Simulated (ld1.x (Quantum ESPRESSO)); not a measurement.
# strontium (Sr): ultrasoft pseudisation with LDA (PZ), fully relativistic reference atom.

ld1.x (Quantum ESPRESSO) 7.5 input, shortened:

```
&input
   title='Sr', zed=38., rel=2, dft='PZ', iswitch=3,
   config='[Kr] 4d0 5s2 5p0', rel_dist='average'
 /
 &inputp
   pseudotype=3, tm=.true., lloc=-2, rcloc=2.40,
   nlcc=.false.
 /
6
4S  1  0   2.00   0.00  2.05  2.75  0.0
5S  2  0   2.00   0.00  2.05  2.75  0.0
4P  2  1   6.00   0.00  2.65  2.85  0.0
5P  3  1   0.00   0.00  2.65  2.85  0.0
4D  3  2   0.00   0.00  2.95  3.60  0.0
4D  3  2   0.00   0.40  2.95  3.60  0.0
 &test
   configts(1)='4s2 4p6 4d0 5s2 5p0'
 /
```

Open shells are filled in proportion to 2j + 1 (rel_dist='average').

Calculated quality:

| Item | Value |
| --- | --- |
| Configuration tests | 2 of 7 tests not solved or not reliable; not counted: 4s2 4p6 4d0 5s0 5p2 (solver errors, printed error -5.3 eV) |
| Lowest eigenvalue of the overlap operator | 0.03 (p1/2 channel) |

A Bessel basis up to 400 Ry misses an occupied level by 1.25 Ry, so cutoffs and ghosts were not judged. The potential misses its own reference levels by up to 2.4 eV, so it is not fit for use.

Generation and tests took about 4.5 s on one core of a shared server CPU.
